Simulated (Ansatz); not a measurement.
A search over several starts for the lowest SCF solution of the cluster Cd2SF2⁺ at the given spin, in a small basis.

```yaml
crystal:
  periodic: [false, false, false]
  atoms:
    - {symbol: Cd, position_ang: [1.686019, 0.093921, -0.450878]}
    - {symbol: Cd, position_ang: [-1.581745, -0.428387, 0.607713]}
    - {symbol: S, position_ang: [0.470301, -1.508701, 0.707358]}
    - {symbol: F, position_ang: [2.732576, 1.404296, -1.410345]}
    - {symbol: F, position_ang: [-3.307152, 0.438871, 0.546152]}
basis:
  gaussian: {orbitals: def2-SVP}
total_charge: 1
magnetization: {spin_polarized: true, initial_magnetization: 1}
hamiltonian: {xc: pbe0, dispersion: d4}
output: {orbitals: {seedname: orbitals}}
```

```sh
$ ansatz run in.yaml --threads 4 --pin off --events-out ev --progress --plain --max-ram 3916MiB
```

It prints (some lines left out):

```
Functional definition: PBE0
1070 factors; integrals over basis functions are off by at most 7.5e-4 eV
mean field evaluation 1: about -25356.4739 eV, gradient 6.8e1 eV
mean field evaluation 2: about -24913.6310 eV, gradient 2.7e2 eV
mean field evaluation 4: about -25365.7791 eV, gradient 3.5e1 eV
mean field evaluation 8: about -25372.9834 eV, gradient 1.4e0 eV
mean field evaluation 16: about -25372.9945 eV, gradient 2.9e-3 eV
mean field -25372.99454950 eV, -932.4403512605 hartree, gradient 2.3e-5 eV, S^2 0.754650; 2 other end points of the search recorded, 0 dependent functions left out
reference -25372.99459003 eV, -932.4403527500 hartree; 37, 36 occupied and 71, 72 virtual orbitals, 1070 factors
Total energy: -25373.11405048 eV, -932.4447428406 hartree
```

Hardware: 4 threads of Arm Neoverse V1 on a shared host. Wall time 3.9 s.

In the def2 sets Cd takes a core potential; there is no spin–orbit coupling. The structure comes from a short search, and lower isomers may exist.
